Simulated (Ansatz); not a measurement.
`O=C=[N][Hf]([F])([F])[F]` + HI → `[F][Hf]([F])([F])[I]` + `N=C=O` at 600 K and 1 bar (ligand exchange at the Hf–N bond).

Program: Ansatz. Geometries: PBE0-D4/def2-TZVP. ΔE: electronic, gas phase. CCSD(T)/CBS adds triple-zeta CCSD(T) − MP2 to the extrapolated MP2 energy (def2 sets, frozen cores). This one scheme is used for every species. def2 core potentials past Kr. For Hf, I outer-core shells are correlated without core-valence functions, which leaves a few kJ/mol of doubt a bond. One conformer a species, not always the lowest.

```csv
species,CCSD(T)/CBS energy (Eh),H − E (kJ/mol),S (J/(mol·K))
`O=C=[N][Hf]([F])([F])[F]`,-515.51547,114.1,484.6
HI,-298.03592,31.6,227.0
`[F][Hf]([F])([F])[I]`,-645.03670,68.2,440.4
`N=C=O`,-168.51995,83.3,274.5
```

H − E and S are ideal-gas, rigid-rotor, harmonic terms from PBE0-D4/def2-TZVP, for one conformer and one mirror image of each species. 1 Eh = 2625.50 kJ/mol, R = 8.31446 J/(mol·K).

Problem. By hand: ΔE, ΔH, ΔS and ΔG.

Solution. ΔE = (-645.03670) + (-168.51995) − (-515.51547) − (-298.03592) = -0.00526 Eh = -13.8 kJ/mol. Δ(H − E) = 68.2 + 83.3 − 114.1 − 31.6 = 5.8, so ΔH = -8.0 kJ/mol. ΔS = 440.4 + 274.5 − 484.6 − 227.0 = 3.3 J/(mol·K). ΔG = -8.0 − 600 × (3.3)/1000 = -10.0 kJ/mol.

Problem. By hand: the equilibrium constant, and the temperature at which ΔG would vanish if ΔH and ΔS stayed fixed.

Solution. log₁₀ K = −ΔG/(RT ln 10) = 0.9. ΔH and −TΔS have one sign here, so there is no such temperature.

The number of gas molecules stays the same, so ΔS is small and ΔH decides. A doubt of 5 kJ/mol in ΔE shifts log₁₀ K by 0.4 here. Other conformers and mirror images would add mixing entropy, several J/(mol·K) or more a flexible species. Modes under 60 cm⁻¹, often nearly free rotors, make the harmonic entropy too high. These are equilibria of isolated gas molecules and say nothing of rates. Largest T1 diagnostic: 0.018 (customary marks: 0.02 for closed shells, 0.045 for open ones).

ΔS is within the doubt of such terms, so its sign, and with it that verdict, could turn.
